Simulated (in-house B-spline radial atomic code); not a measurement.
## Ionising the aluminium ion Al⁷⁺ with different functionals

Computed with a radial B-spline atomic code at the basis-set limit: four-component Dirac-Coulomb Hamiltonian, Fermi nucleus of rms radius 3.061 fm, spin-restricted, spherical fractional occupations for the functionals, and exact exchange of hybrids averaged over the configuration. The ionisation energy is the difference of two self-consistent energies, [He] 2s2 2p2 → [He] 2s2 2p1, without Breit or QED terms; ε is the level of the shell that loses the electron (mean over j). The electron is taken from both j subshells in proportion to 2j + 1, so the result is a j average, not the step between ground levels.

| method | rung | ΔSCF (eV) | -ε(2p) (eV) |
| --- | --- | --- | --- |
| B3LYP | global hybrid | 282.77 | 264.92 |
| PBE0 | global hybrid | 282.40 | 265.77 |
| wB97X | range-separated hybrid | 282.21 | 267.24 |
| CAM-B3LYP | range-separated hybrid | 282.64 | 266.85 |

Among the functionals, which spreads more, the ΔSCF values or the orbital energies?

The orbital energies: ΔSCF values span about 0.56 eV and the orbital energies 2.32 eV; here energy differences depend much less on the functional than eigenvalues do.

How do they compare with the NIST value?

NIST lists 284.64 eV ± 0.07 (semi-empirical, ground level to ground level). Errors run from -2.43 to -1.87 eV. The correlated functionals all miss on the same side by more than they spread, so the cause is common to them (Breit-QED terms, spin polarisation, the choice among j levels, multiplet and fine-structure energies, or a listed next ion that isn't the cheapest removal here) and closeness doesn't rank the functionals.
